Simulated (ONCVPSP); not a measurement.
Li: excitation energies, all-electron against ONCV

- Element: lithium (Li)
- Generator: ONCVPSP 4.0.1
- Type: optimised norm-conserving Vanderbilt (ONCV)
- Functional: LDA (Perdew-Wang 92)
- Relativity: scalar-relativistic
- Frozen core: none
- Valence charge: 3
- Reference configuration: 1s2 (charge +1)
- Partial waves: 1s: rc 0.55 bohr, ncon 3, nbas 7, qcut 23.7 1/bohr, 2 projectors, debl 1.6 Ha; p scattering state at 0.16 Ha: rc 0.50 bohr, ncon 4, nbas 9, qcut 18.7 1/bohr, 1 projector
- Local potential: polynomial inside 0.50 bohr (lpopt 5, dvloc0 0 Ha)
- Core correction: none

In the s channel the program set the typed energies aside and used -2.190, 0.250 Ha.

Energies are relative to the spin-unpolarised reference configuration 1s2; without spin polarisation the order of configurations can differ from experiment.

```json
{"valence configuration": "1s2 2s1", "charge": "0", "ΔE all-electron (eV)": "-5.237", "error AE − PS (meV)": "+0.1"}
{"valence configuration": "1s2 2p1", "charge": "0", "ΔE all-electron (eV)": "-3.484", "error AE − PS (meV)": "0.0"}
{"valence configuration": "1s1 2s1", "charge": "+1", "ΔE all-electron (eV)": "62.152", "error AE − PS (meV)": "+35"}
```

**Question.** What are ΔE and the potential's error for 1s2 2s0.5?

**Answer.** ΔE = -3.194 eV all-electron; the error (AE − PS) is 0.0 meV.

Levels in the configuration 1s2 2s0.5:

| level | all-electron (eV) | pseudo (eV) |
| --- | --- | --- |
| 1s | -54.994 | -54.997 |
| 2s | -5.319 | -5.319 |

Note: ghosts flagged at negative energy: s at -57.2 eV; no localised positive-energy state flagged. A true bound ghost makes a file unfit for plane-wave use.
